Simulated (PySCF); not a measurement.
PBE0 on Si⁻ (silicon, charge -1), [Ne] 3s2 3p3, high-spin 4S determinant. Computed with PySCF 2.14 in aug-cc-pwCVQZ (10s9p7d5f3g, 134 functions), with no relativity, point nucleus.

```
cycle= 1 E= -289.312118454858  delta_E= -0.00519  |g|= 0.01  |ddm|= 0.872
cycle= 2 E= -289.312181841673  delta_E= -6.34e-05  |g|= 0.00573  |ddm|= 0.0856
cycle= 3 E= -289.312219242924  delta_E= -3.74e-05  |g|= 0.0023  |ddm|= 0.0371
cycle= 4 E= -289.312221634541  delta_E= -2.39e-06  |g|= 0.00022  |ddm|= 0.0193
cycle= 5 E= -289.312221675991  delta_E= -4.14e-08  |g|= 3.41e-05  |ddm|= 0.0021
cycle= 6 E= -289.312221677712  delta_E= -1.72e-09  |g|= 2.12e-06  |ddm|= 0.000486
cycle= 7 E= -289.312221677717  delta_E= -4.77e-12  |g|= 2.79e-07  |ddm|= 3.88e-05
converged SCF energy = -289.312221677717  <S^2> = 3.7502964  2S+1 = 4.0001482
```

Highest occupied orbital energy: 0.373 eV; ⟨L²⟩ = 0.00; populations by l: s 6.00, p 9.00, d 0.00, f 0.00.

Problem. Can this result be used?

Solution. With care. The calculation finished and met its thresholds. At PBE0 the highest occupied level has a positive energy, so only the finite basis holds that electron; in a semilocal or global hybrid functional this comes from self-interaction and does not mean that the real anion is unbound.
